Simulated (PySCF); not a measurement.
Shapes and spin states of HCuN

These are results of PBE0/[Cu def2-TZVP, N def2-TZVP, H def2-TZVP], no relativity, density fitting, PySCF, not measurements.

Relaxations began from a few typed shapes and spin states; open shells are unrestricted. The search is not exhaustive: other isomers or separated fragments can lie lower, and high-lying points may rest on an excited occupation.

**Question.** Order these stationary points by electronic energy, lowest first, in kJ/mol from the lowest minimum.
A. quartet C∞v: Cu–H 1.556 Å, Cu–N 1.776 Å; H–Cu–N 180.0°
B. broken-symmetry Ms = 1/2 (⟨S²⟩ 1.61) Cs: Cu–H 1.515 Å, Cu–N 1.798 Å; H–Cu–N 122.0°
C. broken-symmetry Ms = 1/2 (⟨S²⟩ 1.76) C∞v: Cu–H 1.531 Å, Cu–N 1.833 Å; H–Cu–N 180.0°
D. quartet Cs: Cu–H 1.532 Å, Cu–N 1.820 Å; H–Cu–N 136.4°

**Answer.** D (0.0), A (2.6), B (33.9), C (58.9).

**Question.** Which of them are minima?

**Answer.** By energy in kJ/mol, 0.0: minimum; 2.6: minimum; 33.9: minimum; 58.9: minimum.

For the lowest minimum: with open d or f shells other occupations or spin states may lie lower.
